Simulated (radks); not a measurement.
The numbers below are computed, except where a source is named.
Dipole-allowed excitations along the series with 2 electrons in [He]. Code: a radial shooting solver on a logarithmic mesh with Libxc functionals. Model: non-relativistic Kohn-Sham, LB94 model potential, spin-polarised, spherical densities, point nucleus. Time-dependent linear response with the Hartree and adiabatic LDA kernel, continuum included through the Sternheimer equations. Lines are the poles of the dipole polarisability below minus the highest occupied eigenvalue, found on a grid refined at the orbital gaps; the lowest seven at most are given, and weak or close lines can be missed. The first line takes the name of the lowest orbital gap if no other gap lies below it; otherwise a line is named after a gap within 0.6 % of it, if that gap stands alone.

species,-e(HOMO) (eV),lowest orbital gap (eV),first line (eV),f,static alpha (bohr^3),measured (eV)
Li+,72.201,1s-2p 60.515,60.606 (1s-2p),0.427,0.1985,1s-2p 62.216
Be2+,148.30,1s-2p 120.45,120.78 (1s-2p),0.529,0.05391,-
B3+,251.55,1s-2p 200.74,201.35 (1s-2p),0.590,0.02021,-
C4+,381.96,1s-2p 301.43,302.33 (1s-2p),0.631,0.009193,-
N5+,539.55,1s-2p 422.50,423.71 (1s-2p),0.660,0.004762,-

Measured values: term averages from the NIST Handbook of Basic Atomic Spectroscopic Data.
